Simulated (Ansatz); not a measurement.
A barrier at the coupled-cluster level

Start structure (Si2NH6ClF2, singlet), relaxed at PBE0-D4/def2-TZVP:

Si1  (-1.410, -0.162, -0.422)
Si2  (0.042, -1.121, 1.117)
F3  (-0.934, -0.267, -1.937)
F4  (-2.809, -0.922, -0.405)
Cl5  (-1.868, 1.800, -0.055)
H6  (2.260, 0.749, -0.305)
N7  (1.312, 1.003, -0.554)
H8  (0.547, -0.088, 2.052)
H9  (1.157, -1.799, 0.409)
H10  (-0.700, -2.146, 1.905)
H11  (1.249, 1.001, -1.565)
H12  (1.153, 1.953, -0.239)
(Å)

The step: Si₂H₃ClF₂ ([F][Si]([F])([SiH3])[Cl]) + NH₃ → SiNH₂ClF₂ ([NH2][Si]([F])([F])[Cl]) + SiH₄; bonds formed: Si1–N7, Si2–H6; bonds broken: Si1–Si2, H6–N7. Computed with Ansatz 0.2.0 (basis: def2-TZVPP and def2-QZVPP); correlated methods freeze the cores. Extrapolation: Hartree–Fock as exp(−7.88 √X), correlation as X^−2.97. Energies below are by CCSD(T) at an estimated basis limit (MP2 extrapolated from triple and quadruple zeta, plus CCSD(T) − MP2 in triple zeta).

Question: What are the electronic barrier and the energy of the step, from the start structure to the end structure? (Judge from chemistry; the value comes from the calculation.)

Answer: By the calculation: Barrier 2.086 eV; step energy -0.606 eV (downhill); reverse barrier, their difference, 2.693 eV. Barrier and step energy count from the start structure, the reverse barrier from the end structure.

The saddle point: One imaginary mode of 1216i cm⁻¹.
| pair | start (Å) | saddle (Å) | end (Å) |
| --- | --- | --- | --- |
| Si1–N7 | 2.96 | 1.82 | 1.67 |
| Si2–H6 | 3.23 | 1.99 | 1.48 |
| Si1–Si2 | 2.32 | 2.93 | 4.29 |
| H6–N7 | 1.01 | 1.21 | 3.29 |

Zero-point energy (harmonic, PBE0-D4): ZPE is 1.918 eV at the start and 1.765 eV at the saddle, so the barrier goes from 2.086 to 1.934 eV.

No T1 diagnostic of these runs exceeds 0.012.

Labels in which every atom is bracketed show which atoms are joined, not bond orders.

For scale, one of the runs: CCSD(T)/def2-TZVPP, 303 basis functions, launched by `ansatz run in.yaml --threads 5 --pin off --events-out ev --progress --plain --max-ram 66560MiB --backend cuda --devices 0, --max-vram 37GiB`. Time: 19 s of wall clock on 5 CPU threads of an AMD EPYC 7R13 and a share of one NVIDIA H100; the host was shared. Peak host memory: 0.83 GiB.
